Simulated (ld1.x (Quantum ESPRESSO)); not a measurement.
Values are calculated unless marked as measured or tabulated.
**Hardness and transferability of assorted potentials**

Generated with ld1.x 7.5 (TM, RRKJ, ultrasoft, PAW), atompaw 4.2 or ONCVPSP 4.0.1. The cutoff is in Ry: for ld1.x and atompaw files where the sum of valence levels is converged to 10 mRy in a Bessel basis, for ONCV files where the hardest occupied wave has 1 mHa per electron of residual kinetic energy. The error is the largest all-electron minus pseudo excitation energy over each file’s own four to seven test configurations (ionisations up to +4, promotions, holes and added fractions of an electron), all of which were solved. The labels leave out finer settings (local radius, basis sizes, second energies), which also bear on the numbers. Spin-polarised tests are not counted. The rows are a selection from randomly drawn settings: files with unsolved tests, undetermined cutoffs or missed reference levels are left out.

A true bound ghost makes a file unfit for plane-wave use even where its test errors are small: the radial tests pick states by their node count and pass the ghost by.

| element | potential | cutoff (Ry) | largest error (meV) | bound ghosts |
| --- | --- | --- | --- | --- |
| Al | ultrasoft, PW91, scalar-relativistic, rc 2.05/2.25/2.15 (spd), local smoothed, core correction yes, reference 3s2 3p0 | 6 | +3.1 | none |
| Mn | TM semilocal, LDA (PZ), non-relativistic, rc 3.54/3.08/1.86 (spd), local p, core correction yes, reference 3d5 4s2 4p0 | 70 | -697 | none |
| Se | TM, LDA (PZ), scalar-relativistic, rc 1.50/1.75/1.65 (spd), local s, core correction no, reference 4s2 4p3.75 | 40 | +218 | d |
| Br | TM, PW91, scalar-relativistic, rc 1.40/1.45/1.35 (spd), local p, core correction yes, reference 4s2 4p5 | 50 | -89 | d |
| Tc | TM semilocal, BLYP, scalar-relativistic, rc 2.30/1.20/1.60 (spd), local s, core correction yes, reference 4p6 4d5 5s1.5 5p0 | 100 | -96 | none |
| Ru | PAW, PW91, scalar-relativistic, rc 1.70/1.70/1.70 (spd), local smoothed, core correction yes, reference 4s2 4p6 4d7 5s1 5p0 | 40 | -27 | none |
| Pd | TM, PBEsol, scalar-relativistic, rc 1.15/1.40/1.20 (spd), local d, core correction yes, reference 4s2 4p6 4d9 5s0 5p0 | 110 | +70 | none |

Question: Fill in the row for Kr: TM, PBE, scalar-relativistic, rc 1.00/1.55/1.20 (spd), local smoothed, core correction no, reference 4s2 4p6.

Answer: cutoff 120 Ry, largest error +40 meV, bound ghosts: d, s.
